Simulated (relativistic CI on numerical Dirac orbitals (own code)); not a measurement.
## Ligand-field terms of d3

Computed with a parametric ligand-field model of a d^n configuration (Racah B and C, spin-orbit zeta, crystal field), exact diagonalisation.

Field parameters in Wybourne normalisation: Oh B⁴₀ = 21Dq, B⁴₄ = √(5/14) B⁴₀; Td as Oh with Dq negative (B⁴₀ = 21Dq, B⁴₄ = √(5/14) B⁴₀). The field is a parameter set, without covalency.

(1) A d3 ion in Oh symmetry has the ground term 4A2 and bands at 2E 20763 cm⁻¹ (482 nm), 2T1 21503 cm⁻¹ (465 nm), 4T2 29950 cm⁻¹ (334 nm), 2T2 31860 cm⁻¹ (314 nm), 4T1 39665 cm⁻¹ (252 nm), 4T1 63985 cm⁻¹ (156 nm). Which parameters reproduce them?

(2) A d3 ion in Oh symmetry has the ground term 4A2 and bands at 2E 6887 cm⁻¹ (1452 nm), 2T1 7075 cm⁻¹ (1413 nm), 2T2 11216 cm⁻¹ (892 nm), 4T2 26500 cm⁻¹ (377 nm), 4T1 30404 cm⁻¹ (329 nm), 4T1 54196 cm⁻¹ (185 nm). Which parameters reproduce them?

(3) Ground term and bands for B = 420, C = 1480, ζ = 0 cm⁻¹, Oh, 10Dq = 34350 cm⁻¹?

(4) Ground term and bands for B = 330, C = 1470, ζ = 0 cm⁻¹, Td, 10Dq = -4450 cm⁻¹?

(5) Ground term and bands for B = 830, C = 3520, ζ = 0 cm⁻¹, Td, 10Dq = -9900 cm⁻¹?

Results:

(1) B = 920, C = 4590, ζ = 0 cm⁻¹, Oh, 10Dq = 29950 cm⁻¹.

(2) B = 340, C = 1370, ζ = 0 cm⁻¹, Oh, 10Dq = 26500 cm⁻¹.

(3) Ground term 4A2 with 0.00 electrons in the two orbitals of the cubic e set. Spin-allowed: 4T2 34350 cm⁻¹ (291 nm), 4T1 39184 cm⁻¹ (255 nm), 4T1 70166 cm⁻¹ (143 nm). Lowest spin-forbidden: 2E 7879 cm⁻¹ (1269 nm), 2T1 8108 cm⁻¹ (1233 nm), 2T2 12893 cm⁻¹ (776 nm). With an A2 ground term the first spin-allowed band lies at |10Dq| itself.

(4) Ground term 4T1 with 1.94 electrons in the two orbitals of the cubic e set. Spin-allowed: 4T2 3955 cm⁻¹ (2528 nm), 4A2 8405 cm⁻¹ (1190 nm), 4T1 8411 cm⁻¹ (1189 nm). Lowest spin-forbidden: 2E 2435 cm⁻¹, 2T1 6113 cm⁻¹ (1636 nm), 2T2 6320 cm⁻¹ (1582 nm).

(5) Ground term 4T1 with 1.93 electrons in the two orbitals of the cubic e set. Spin-allowed: 4T2 8736 cm⁻¹ (1145 nm), 4A2 18636 cm⁻¹ (537 nm), 4T1 20023 cm⁻¹ (499 nm). Lowest spin-forbidden: 2E 6773 cm⁻¹ (1476 nm), 2T1 14887 cm⁻¹ (672 nm), 2T2 15316 cm⁻¹ (653 nm).
